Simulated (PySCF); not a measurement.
**Deuteron quadrupole couplings in `O=S(=O)(O)[C@H]1CC[SiH2]C1`**

C4H10O3SSi.
SMILES with atom numbers: `[O:1]=[S:2](=[O:3])([OH:4])[C@H:5]1[CH2:6][CH2:7][SiH2:8][CH2:9]1` (hydrogens: H10 on O4; H11 on C5; H12, H13 on C6; H14, H15 on C7; H16, H17 on Si8; H18, H19 on C9)

Geometry (PBE0-D3(BJ)/def2-SVP, Å), atoms numbered from 1 in this order:
```xyz
19
C4H10O3SSi angstrom
O      2.4268   -0.8198    1.2646
S      1.7059    0.2485    0.6083
O      1.0167    1.2795    1.3800
O      2.7517    1.0347   -0.3635
C      0.5884   -0.4613   -0.6108
C     -0.3082   -1.4863    0.0976
C     -1.3504   -0.7571    0.9611
Si    -1.7480    0.8140   -0.0309
C     -0.2717    0.6401   -1.2345
H      2.6987    1.9727   -0.1238
H      1.2762   -0.9454   -1.3225
H     -0.8099   -2.0617   -0.6986
H      0.3022   -2.2005    0.6709
H     -0.9227   -0.4768    1.9360
H     -2.2285   -1.3893    1.1564
H     -1.7805    2.0790    0.7537
H     -3.0371    0.6946   -0.7833
H     -0.6395    0.2831   -2.2098
H      0.2984    1.5593   -1.4289
```

Level: PBE0/pcSseg-1 (PySCF, non-relativistic); Q(2H) = 0.00286 b; rigid geometry, the same for H and D, with no vibrational averaging.

Question: Rank these positions by the coupling χzz of a deuteron there, largest first.
A. H16 (Si–H hydrogen)
B. H12 (methylene hydrogen)
C. H15 (methylene hydrogen)
D. H10 (hydroxyl hydrogen)
E. H18 (methylene hydrogen)

Answer: D (295 kHz), C (201 kHz), E (197 kHz), B (191 kHz), A (97 kHz).

Question: Give the electric field gradient Vzz (the principal value of largest size), its asymmetry and the 2H coupling at each hydrogen.

Answer: 
```tsv
atom	bonded to	bond length (Å)	Vzz (au)	η	χzz (kHz)
H10	O4	0.970	0.4392	0.14	295
H11	C5	1.102	0.2797	0.06	188
H12	C6	1.103	0.2842	0.02	191
H13	C6	1.101	0.2830	0.02	190
H14	C7	1.101	0.2899	0.06	195
H15	C7	1.100	0.2989	0.04	201
H16	Si8	1.489	0.1444	0.04	97
H17	Si8	1.497	0.1387	0.01	93
H18	C9	1.102	0.2929	0.05	197
H19	C9	1.099	0.2983	0.08	200
```

Question: Average by the element that carries the hydrogen.

Answer: on O: 295 kHz over 1 position, mean bond length 0.970 Å; on C: 195 kHz over 7 positions, mean bond length 1.101 Å; on Si: 95 kHz over 2 positions, mean bond length 1.493 Å.

Geometry: PBE0-D3(BJ)/def2-SVP, one conformer, isolated molecule. The basis is small and wasn't made for field gradients, so the couplings can be 20 % off.
